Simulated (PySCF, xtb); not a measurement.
CH5BO2S, SMILES CSB(O)O. Other conformers were not sampled.

Harmonic wavenumbers (cm⁻¹) from GFN2-xTB run with xtb at its own minimum, in rising order: 76, 100, 182, 317, 369, 429, 444, 546, 616, 729, 891, 913, 945, 962, 1174, 1274, 1314, 1446, 1448, 3044, 3050, 3069, 3604, 3609.

### Question
What does B3LYP-D3(BJ)/def2-SVP (PySCF) give at its own minimum? (Estimate from the structure and the level; the computed values follow.)

### Answer
88, 106, 194, 313, 361, 414, 434, 594, 651, 720, 922, 963, 982, 988, 1287, 1342, 1425, 1447, 1457, 3054, 3159, 3160, 3851, 3862. Paired by order, the mean absolute difference is 55 cm⁻¹ and the zero-point energies are 43.7 and 45.4 kcal/mol.
